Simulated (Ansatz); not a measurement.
The cluster Si3N5⁻, 8 atoms. Hardware: 4 threads of Arm Neoverse V1 on a shared host.

Correlated methods freeze 20 core orbitals.

**Question.** How many basis functions does each of these Ansatz runs have, and roughly what does it cost? PBE-D4/def2-TZVPD, charge -1 singlet, energy and forces, from earlier orbitals; CCSD(T)/def2-SVPD, charge -1 singlet, energy, from earlier orbitals; BLYP-D4/def2-TZVPD, charge -1 singlet, energy, from earlier orbitals; r2SCAN0-D4/def2-TZVPD, charge -1 singlet, energy, from earlier orbitals; PBE0-D4/def2-SVPD, charge -1 singlet, relaxation, 16 steps; MP2/def2-TZVPD, charge -1 singlet, energy, from earlier orbitals; PBE0-D4/def2-TZVPD, charge -1 singlet, energy, from earlier orbitals; r2SCAN-D4/def2-TZVPD, charge -1 singlet, energy, from earlier orbitals; ωB97M-V/def2-TZVPD, charge -1 singlet, energy, from earlier orbitals.

**Answer.** Other jobs shared the machine, so times can vary by a factor of up to 3. A dash marks memory too small to be measured apart from the calling script's.

```tsv
run	functions	fitting or Cholesky vectors	wall time	peak host memory (GiB)
PBE-D4/def2-TZVPD, charge -1 singlet, energy and forces, from earlier orbitals	314	1720	4.8 s	0.56
BLYP-D4/def2-TZVPD, charge -1 singlet, energy, from earlier orbitals	314	1720	4.9 s	0.56
r2SCAN-D4/def2-TZVPD, charge -1 singlet, energy, from earlier orbitals	314	1720	8.5 s	0.6
r2SCAN0-D4/def2-TZVPD, charge -1 singlet, energy, from earlier orbitals	314	1783	12 s	1.2
MP2/def2-TZVPD, charge -1 singlet, energy, from earlier orbitals	314	1970	13 s	1.1
PBE0-D4/def2-TZVPD, charge -1 singlet, energy, from earlier orbitals	314	1783	17 s	1.7
ωB97M-V/def2-TZVPD, charge -1 singlet, energy, from earlier orbitals	314	1747	23 s	1.3
PBE0-D4/def2-SVPD, charge -1 singlet, relaxation, 16 steps	172	1792	54 s	–
CCSD(T)/def2-SVPD, charge -1 singlet, energy, from earlier orbitals	172	1664	64 s	1.8
```
